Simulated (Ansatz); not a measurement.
Reactions of BrCl₂FSn, SMILES `[F][Sn]([Cl])([Cl])[Br]`.

Gas-phase electronic energies from Ansatz, PBE0-D4/def2-TZVP geometries. CCSD(T)/CBS is the MP2 limit (def2-TZVPP, def2-QZVPP) plus CCSD(T) − MP2 in def2-TZVPP, frozen cores. This one scheme is used for every species, atoms too. No spin–orbit coupling; open shells (•) take unrestricted orbitals. Spin–orbit coupling would lower the free atoms: a little for Cl, F; clearly for Br; strongly for Sn. def2 core potentials past Kr. For Br, Sn outer-core shells are correlated without core-valence functions, so the limit isn't a true one: a few kJ/mol of doubt a bond, and 10 to 20 or more in all where bonds break to atoms. Scalar relativity is left out up to krypton.

(1) Order these by ΔE at CCSD(T)/CBS, lowest first. (Estimate.)
A. `[F][Sn]([Cl])([Cl])[Br]` → Br• + 2 Cl• + F• + Sn•
B. `[F][Sn]([Cl])([Cl])[Br]` + H₂ → `[F][SnH]([Cl])[Cl]` + HBr
C. `[F][Sn]([Cl])([Cl])[Br]` + `C#N` → `N#[C][Sn]([F])([Cl])[Cl]` + HBr
D. `[F][Sn]([Cl])([Cl])[Br]` → Cl• + `[F][Sn]([Cl])[Br]`•
E. `[F][Sn]([Cl])([Cl])[Br]` + BH₃ → `[Cl][SnH]([Cl])[Br]` + `BF`
F. `[F][Sn]([Cl])([Cl])[Br]` + `N#CBCl` → `N#[C][Sn]([F])([Cl])[Cl]` + `ClBBr`

Largest T1 diagnostic: 0.015, for `[F][Sn]([Cl])[Br]`•.

Results:

(1) E (-1.09 eV), F (+0.57 eV), B (+0.77 eV), C (+1.00 eV), D (+3.80 eV), A (+14.65 eV).
